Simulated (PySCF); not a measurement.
# Ionisation energy of Zn by level of theory

Zn [Ar] 3d10 4s2 (1S) → Zn⁺ [Ar] 3d10 4s1 (2S), as a difference of total energies. Calculation: PySCF 2.14, in def2-TZVP; the non-relativistic Hamiltonian (point nucleus). Correlated levels: valence: [Ar] frozen. The calculations carry no spin-orbit coupling.

| method | ionisation energy (eV) | difference from reference (eV) |
| --- | --- | --- |
| UHF | 7.636 | -1.758 |
| TPSS | 9.184 | -0.210 |
| PBE0 | 9.094 | -0.300 |
| MP2 (valence) | 8.723 | -0.671 |
| SCS-MP2 (valence) | 8.760 | -0.634 |
| CCSD (valence) | 8.866 | -0.528 |
| CCSD(T) (valence) | 8.955 | -0.439 |

Reference: 9.394 eV (measured; NIST Atomic Spectra Database, ionization energies).

These non-relativistic numbers lack the scalar-relativistic shift.

Errors of the correlated levels include the incompleteness of this basis and the frozen core.
